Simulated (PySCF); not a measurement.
C5H15O2Si, charge +1, singlet, geometry from GFN2-xTB; B3LYP/STO-3G (PySCF).

Here is a job for PySCF.
```python
from pyscf import gto, scf, dft

mol = gto.Mole()
mol.atom = '''
    C     2.94369932    1.91177469    0.71550495
    C     2.64124402    0.60970739   -0.00095751
    O     1.23034019    0.45642314   -0.11564129
    Si    0.26214938   -0.71284220   -0.59849238
    C     0.14484599   -2.26186060    0.46752199
    O    -1.19706517    0.23157620   -0.16869727
    C    -2.57050323   -0.06891096   -0.48509897
    C    -3.48893689    0.46102128    0.59570044
    H     4.01886965    2.03260516    0.80233655
    H     2.54227533    2.75459528    0.15936291
    H     2.51145476    1.90704963    1.71253350
    H     3.06763268    0.60847316   -1.00682324
    H     3.04307334   -0.24286950    0.55099586
    H     0.16235563   -0.85531801   -2.04114479
    H    -0.73270441   -2.86366227    0.24628526
    H     0.11483817   -2.01364593    1.52946283
    H     1.00638691   -2.90789398    0.31757368
    H    -1.07031623    1.16675901    0.05768486
    H    -2.81443888    0.36276476   -1.45966455
    H    -2.62611340   -1.15430626   -0.55532193
    H    -4.51458084    0.19196662    0.36207418
    H    -3.43148187    1.54550862    0.65987693
    H    -3.23563725    0.03337901    1.56234442
'''
mol.basis = 'sto-3g'
mol.charge = 1
mol.verbose = 4
mol.build()

mf = dft.RKS(mol)
mf.xc = 'b3lyp'
mf.grids.becke_scheme = dft.gen_grid.stratmann
mf.kernel()
mf.analyze()
```

Q: Write the output that PySCF gives for this input, abridged.

A: 
```
PySCF version 2.14.0

[INPUT] verbose = 4
[INPUT] num. atoms = 23
[INPUT] num. electrons = 74
[INPUT] charge = 1
[INPUT] spin (= nelec alpha-beta = 2S) = 0
[INPUT] symmetry False subgroup None
[INPUT] Mole.unit = angstrom
[INPUT] Symbol           X                Y                Z      unit          X                Y                Z       unit  Magmom
[...]
nuclear repulsion = 497.342091947349
number of shells = 41
number of NR pGTOs = 177
number of NR cGTOs = 59
basis = sto-3g
ecp = {}

******** <class 'pyscf.dft.rks.RKS'> ********
method = RKS
initial guess = minao
damping factor = 0
level_shift factor = 0
DIIS = <class 'pyscf.scf.diis.CDIIS'>
diis_start_cycle = 1
diis_space = 8
diis_damp = 0
SCF conv_tol = 1e-09
SCF conv_tol_grad = None
SCF max_cycles = 50
direct_scf = True
direct_scf_tol = 1e-13
XC library pyscf.dft.libxc version 7.1.2
    S. Lehtola, C. Steigemann, M. J. T. Oliveira, and M. A. L. Marques,  SoftwareX 7, 1–5 (2018)
XC functionals = b3lyp
    P. J. Stephens, F. J. Devlin, C. F. Chabalowski, and M. J. Frisch,  J. Phys. Chem. 98, 11623 (1994)
radial grids:
    Treutler-Ahlrichs [JCP 102, 346 (1995); DOI:10.1063/1.469408] (M4) radial grids

becke partition: Stratmann, Scuseria, Frisch. CPL, 257, 213 (1996); DOI:10.1016/0009-2614(96)00600-8
pruning grids: <function nwchem_prune>
grids dens level: 3
symmetrized grids: False
atomic radii adjust function: <function treutler_atomic_radii_adjust>
small_rho_cutoff = 0
Set gradient conv threshold to 3.16228e-05
Initial guess from minao.
tot grids = 265056
init E= -632.370137822156
[...]
cycle= 1 E= -631.433063268541  delta_E= 0.937  |g|= 0.65  |ddm|= 5.54
[...]
cycle= 2 E= -631.301284327393  delta_E= 0.132  |g|= 0.99  |ddm|= 2.25
[...]
cycle= 3 E= -631.573027495395  delta_E= -0.272  |g|= 0.132  |ddm|= 1.44
[...]
cycle= 4 E= -631.57806929512  delta_E= -0.00504  |g|= 0.0348  |ddm|= 0.23
[...]
cycle= 5 E= -631.578438402137  delta_E= -0.000369  |g|= 0.00439  |ddm|= 0.0516
[...]
cycle= 6 E= -631.578445612672  delta_E= -7.21e-06  |g|= 0.000818  |ddm|= 0.00853
[...]
cycle= 7 E= -631.578445812435  delta_E= -2e-07  |g|= 0.000223  |ddm|= 0.00133
[...]
cycle= 8 E= -631.578445828212  delta_E= -1.58e-08  |g|= 3.81e-05  |ddm|= 0.000342
[...]
cycle= 9 E= -631.578445828653  delta_E= -4.41e-10  |g|= 1.16e-05  |ddm|= 6.01e-05
[...]
Extra cycle  E= -631.578445828646  delta_E= 6.37e-12  |g|= 1.21e-05  |ddm|= 3.38e-05
converged SCF energy = -631.578445828646
**** SCF Summaries ****
Total Energy =                        -631.578445828646295
Nuclear Repulsion Energy =             497.342091947348649
One-electron Energy =                -1842.095843384992122
Two-electron Energy =                  713.175305608997178
Two-electron Coulomb Energy =          783.889503801189790
DFT Exchange-Correlation Energy =      -70.714198192192583
HOMO-LUMO gap [eV] =                     7.989034034928745
**** MO energy ****
[...]
 ** Mulliken pop on meta-lowdin orthogonal AOs  **
 ** Mulliken pop  **
 ** Mulliken atomic charges  **
charge of    0C =     -0.14434
charge of    1C =      0.03328
charge of    2O =     -0.28333
charge of    3Si =      0.84716
charge of    4C =     -0.29787
charge of    5O =     -0.09910
charge of    6C =      0.03840
charge of    7C =     -0.14846
charge of    8H =      0.07290
charge of    9H =      0.06000
charge of   10H =      0.05935
charge of   11H =      0.05218
charge of   12H =      0.05019
charge of   13H =     -0.09456
charge of   14H =      0.06941
charge of   15H =      0.07071
charge of   16H =      0.07760
charge of   17H =      0.24739
charge of   18H =      0.07761
charge of   19H =      0.08122
charge of   20H =      0.09006
charge of   21H =      0.06758
charge of   22H =      0.07260

WARN: System has nonzero charge 1; the dipole moment is origin-dependent.
Location of origin: [0. 0. 0.]

Dipole moment(X, Y, Z, Debye): -2.85194, -0.26461, -1.13552
```
